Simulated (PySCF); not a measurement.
H4Si2, SMILES [SiH][SiH3] (connectivity only; charge and spin as stated), neutral, multiplicity 1. Atoms are numbered in the order given.

```xyz
6

Si     0.1086    -1.3054     0.0000
H     -1.4115    -1.3279     0.0000
Si     0.0036     1.0603     0.0000
H     -0.7433     1.5116     1.2074
H     -0.7433     1.5116    -1.2074
H      1.3269     1.7366     0.0000
```

Geometry: ωB97X-D3(BJ)/def2-TZVP. The isomer is the one that the SMILES or the coordinates give; other isomers of the formula were not compared.

Two levels are set side by side: PBE/pcSseg-2 (PySCF) and HF/pcSseg-2 (PySCF). GIAO shifts against TMS (²⁹Si), TMS (¹H) at the same level; non-relativistic, no solvent, atoms listed together averaged. Differences are taken from unrounded values.

```csv
quantity,HF,PBE,PBE minus HF
δ(²⁹Si) of Si1 (ppm),1131.9,1144.6,12.7
δ(¹H) of H2 (ppm),20.32,21.11,0.79
δ(²⁹Si) of Si3 (ppm),-85.2,-82.1,3.1
```

Rough cost on one machine, each run with all the roots and properties that it gave: HF against PBE within a factor of 2.
